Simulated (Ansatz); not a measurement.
Several settings on one geometry of (H2B-mu-PH2)2 (B2P2H8) (that of the charge 0 singlet, PBE-D4/def2-SVP). Ansatz on 4 threads of Intel Xeon on a shared host; times are rough.

```
atom   x (Å)   y (Å)   z (Å)
  B1  -1.431   0.083  -0.165
  H2  -1.948   0.783  -1.023
  H3  -2.215  -0.537   0.537
  P4  -0.041   1.043   0.881
  B5   1.432  -0.079   0.160
  H6   1.965  -0.773   1.012
  H7   2.201   0.549  -0.551
  P8   0.040  -1.047  -0.876
  H9  -0.203   1.035   2.300
 H10   0.064   2.449   0.652
 H11  -0.067  -2.450  -0.631
 H12   0.201  -1.057  -2.295
```

Totals from different functionals, basis sets or treatments of relativity can't be compared as stabilities.

Problem. Give the basis size and estimate the energy, ⟨S²⟩, dipole and time of these runs.

```
run                           method  charge    state                                                                                                                     further keys
  1  RKS r2SCAN50-D3(BJ)/def2-mTZVPP       0  singlet                                               nuclear_model: gaussian; scf: {omitted_lower_state_checks: [starts]}; forces asked
  2             UKS PBE0/aug-cc-pVDZ       0  singlet                                                                                      scf: {omitted_lower_state_checks: [starts]}
  3       RKS r2SCAN50-D3(BJ)/STO-3G       0  singlet  point_charges: [{charge: 0.50, position_ang: [6.901, 0.403, 0.258]}]; scf: {omitted_lower_state_checks: [starts]}; forces asked
```

Solution. 
```json
{"run": "1", "functions": "132", "energy (Eh)": "-737.1384", "⟨S²⟩": "–", "dipole (D)": "0.02", "wall time": "2.7 s"}
{"run": "2", "functions": "172", "energy (Eh)": "-736.8826", "⟨S²⟩": "0.00", "dipole (D)": "–", "wall time": "4.3 s"}
{"run": "3", "functions": "36", "energy (Eh)": "-728.8779", "⟨S²⟩": "–", "dipole (D)": "0.25", "wall time": "1.2 s"}
```
